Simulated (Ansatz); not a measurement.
Mulliken charges of ClGa (`[Cl][Ga]`) from PBE/def2-TZVPP in Ansatz (PBE0-D4/def2-TZVP geometry).

```csv
atom,x (Å),y (Å),z (Å),charge (e)
Cl1,0.000,0.000,-0.024,-0.310
Ga2,0.000,0.000,2.192,0.310
```

By hand: the dipole of these point charges (1 e Å = 4.8032 D).

Σ q r = (0.000, 0.000, 0.687) e Å, of length 0.687 e Å = 3.30 D.

How does the dipole of the full density compare? (Best estimate.)

The calculation gave: (0.000, 0.000, 0.460) e Å, 2.21 D; the point charges give 1.49 times that, at 0° from its direction.

Point charges leave out the atoms' own dipoles, such as those of lone pairs, and Mulliken's split depends on the basis, so the two needn't agree.
